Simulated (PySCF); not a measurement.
C₃H₅, SMILES C=C[CH2], multiplicity 2. Geometry: ωB97X-D3(BJ)/def2-TZVP. The isomer is the one that the SMILES or the coordinates give; other isomers of the formula were not compared.

Computed equilibrium geometry at ωB97X-D3(BJ)/def2-TZVP (PySCF confirms it by a frequency run) as Cartesian coordinates in Å, and its point group:
point group C2v.
```xyz
8

C      0.0000    -1.2211     0.1973
C      0.0000     0.0000    -0.4474
C      0.0000     1.2211     0.1973
H      0.0000    -2.1525    -0.3550
H      0.0000    -1.2768     1.2808
H      0.0000     0.0000    -1.5353
H      0.0000     2.1525    -0.3550
H      0.0000     1.2768     1.2808
```
Charge 0, spin multiplicity 2.
